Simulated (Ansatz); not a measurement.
The cluster Ca₂S₂. Total charge 0; singlet. Geometry r2SCAN-D4/def2-TZVP, that of the neutral singlet.

| atom | x (Å) | y (Å) | z (Å) |
| --- | --- | --- | --- |
| Ca1 | 0.924 | -1.360 | 0.128 |
| Ca2 | -0.929 | 1.355 | -0.136 |
| S3 | -1.240 | -0.723 | 1.270 |
| S4 | 1.246 | 0.727 | -1.262 |

The structure comes from a short search, and lower isomers may exist.

Q: Estimate the orbital energies around the gap (eV) in Ansatz with PBE-D4/def2-TZVP, r2SCAN-D4/def2-TZVP, PBE0-D4/def2-TZVP.

A: 
```tsv
orbital	PBE-D4/def2-TZVP	r2SCAN-D4/def2-TZVP	PBE0-D4/def2-TZVP
HOMO−5	-5.22	-5.34	-6.24
HOMO−4	-5.10	-5.20	-6.16
HOMO−3	-4.66	-4.81	-5.68
HOMO−2	-4.65	-4.80	-5.62
HOMO−1	-4.49	-4.60	-5.44
HOMO	-4.38	-4.52	-5.31
LUMO	-2.16	-1.64	-1.62
LUMO+1	-1.84	-1.29	-1.30
LUMO+2	-0.78	-0.36	-0.05
LUMO+3	-0.73	-0.24	0.00
LUMO+4	-0.52	-0.06	0.07
LUMO+5	-0.50	-0.02	0.21
β HOMO	-4.38	-4.52	-5.31
β LUMO	-2.16	-1.64	-1.62
```
